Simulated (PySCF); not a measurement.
**Stationary points of VO₂⁺**

Computed with PySCF, PBE0, basis V def2-TZVP, O def2-TZVP (no relativity, density fitting).

Relaxations began from a few typed shapes. The search is not exhaustive: other isomers or separated fragments can lie lower, and high-lying points may rest on an excited occupation.

**Question.** Order these stationary points by electronic energy, lowest first, in kJ/mol from the lowest minimum.
A. singlet (closed shell, unstable to spin polarisation) C2v: O–O 1.402 Å, V–O 1.712 Å (×2); O–O–V 65.8° (×2), O–V–O 48.3°
B. singlet C2v: V–O 1.534 Å (×2); O–V–O 105.9°

**Answer.** B (0.0), A (320.1).

**Question.** Which of them are minima?

**Answer.** By energy in kJ/mol, 0.0: minimum; 320.1: minimum of the closed-shell surface only.

Formally V is in oxidation state +5, d0. A d0 centre has no lone pair, yet it is C2v rather than linear: covalent bonding through the d orbitals favours lower symmetry. The polar-tensor charge on V, 1.98, is far below the formal one.
